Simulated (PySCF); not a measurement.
C4H6OSi, SMILES C1CC([SiH2]C=1)=O. Geometry optimised at PBE-D3(BJ)/def2-SVP. This is a generated structure with no PubChem entry under its InChIKey; it may be hypothetical. Other conformers were not sampled.

Computed equilibrium geometry at PBE-D3(BJ)/def2-SVP (PySCF confirms it by a frequency run) as a Z-matrix, and its point group (one conformer of several):
point group Cs.
```
C
C 1 1.3582
H 2 1.1013 1 120.36
H 1 1.1057 2 121.45 3 0.00
C 1 1.5067 4 117.78 2 180.00
H 5 1.1144 1 112.19 4 -58.84
H 5 1.1144 6 104.80 1 -121.99
C 5 1.5433 6 108.69 7 -116.05
O 8 1.2160 5 123.49 6 56.76
Si 2 1.8718 3 128.74 1 180.00
H 10 1.5047 2 115.40 3 64.10
H 10 1.5047 11 108.69 2 131.46
```
Charge 0, spin multiplicity 1.
